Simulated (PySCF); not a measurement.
# Working out the excitation energy of In⁺

In⁺ [Kr] 4d10 5s2 (1S) → In⁺ [Kr] 4d10 5s1 5d1 (3D). Calculation: PySCF 2.14, in aug-cc-pVDZ-PP with ECP28MDF (5s4p3d, 32 functions); a scalar-relativistic core potential. Frozen: 4s2 4p6 4d10. Energies in hartree (1 hartree = 27.21139 eV):

```json
{"part": "UHF", "In⁺ (lower)": "-189.014357", "In⁺ (upper)": "-188.604584"}
{"part": "CCSD correlation", "In⁺ (lower)": "-0.031651", "In⁺ (upper)": "-0.002495"}
{"part": "(T)", "In⁺ (lower)": "0.000000", "In⁺ (upper)": "0.000000"}
```

Problem. What does Hartree-Fock give?

Solution. (-188.604584) − (-189.014357) = 0.409773 hartree = 11.150 eV.

Problem. What do CCSD and CCSD(T) give?

Solution. The CCSD correlation energies differ by 0.029156 hartree = 0.793 eV and the triples by 0.000000 hartree = 0.000 eV, so CCSD gives 11.943 eV and CCSD(T) 11.943 eV.

Measured between the centres of the two terms (NIST): 12.674 eV, so CCSD(T) (valence) is off by -0.731 eV.

A double-zeta basis recovers only part of the correlation energy.

What remains against the reference includes basis incompleteness, the frozen core and higher excitations.
